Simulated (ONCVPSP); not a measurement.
## Mo: one change to an ONCV potential, before and after

Mo, optimised norm-conserving Vanderbilt (ONCV), made with ONCVPSP 4.0.1 (PBE, scalar-relativistic). Core [Ar] 3d10, reference 4s2 4p6 4d5 5s1. Waves: 4s+5s: rc 2.05 bohr, ncon 4, nbas 8, qcut 5.3 1/bohr, 3 projectors, debl 1.5 Ha; 4p: rc 1.65 bohr, ncon 4, nbas 7, qcut 8.6 1/bohr, 3 projectors, debl 3.4 Ha; 4d: rc 2.15 bohr, ncon 4, nbas 9, qcut 8 1/bohr, 2 projectors, debl 2.7 Ha. Local part: polynomial inside 1.05 bohr (lpopt 5, dvloc0 3 Ha). Core correction: none.

Change: d: rc 3.14.

Cutoffs: the cutoffs (Ha) at which the residual kinetic energy of the hardest occupied pseudo-wave falls to 1 and 0.1 mHa per electron; they do not see the model core or the augmentation charge, which bear on the density cutoff. Errors are all-electron minus pseudo energies relative to the spin-unpolarised reference configuration.

How do hardness, ghosts and transferability respond?

The potential gets neither clearly harder nor softer (22 Ha and 28 Ha → 22 Ha and 28 Ha); the p channel sets the loose cutoff, while the largest relative change is in d, which becomes softer; of the 3 tests that both files solve, the error grows in 1 and shrinks in 2 by more than 15 % and 0.3 meV (median size 2.4 → 1.6 meV); neither file shows a bound ghost.

```csv
quantity,base,changed
"cutoff, loose",22 Ha,22 Ha
"cutoff, tight",28 Ha,28 Ha
loose cutoff by channel,"s 6.0 Ha, p 22 Ha, d 18 Ha","s 6.0 Ha, p 22 Ha, d 15 Ha"
bound ghosts,none,none
GHOST(+) flags under 300 eV,s at 206.8 eV,s at 206.8 eV
tests with a reliable result,3 of 4,3 of 4
"error for 4s2 4p6 4d5 5s0, meV [ΔE 6.89 eV]",-2.4,-1.6
"error for 4s2 4p6 4d4 5s0, meV [ΔE 22.35 eV]",-1.1,+0.5
"error for 4s2 4p6 4d3 5s0, meV [ΔE 49.10 eV]",+5.3,+53
s: phases at 2.08 bohr within 0.05 rad from the reference energy up to (Ha; the scan ends near 5),to the end of the scan,to the end of the scan
p: phases at 1.68 bohr within 0.05 rad from the reference energy up to (Ha; the scan ends near 5),to the end of the scan,to the end of the scan
```
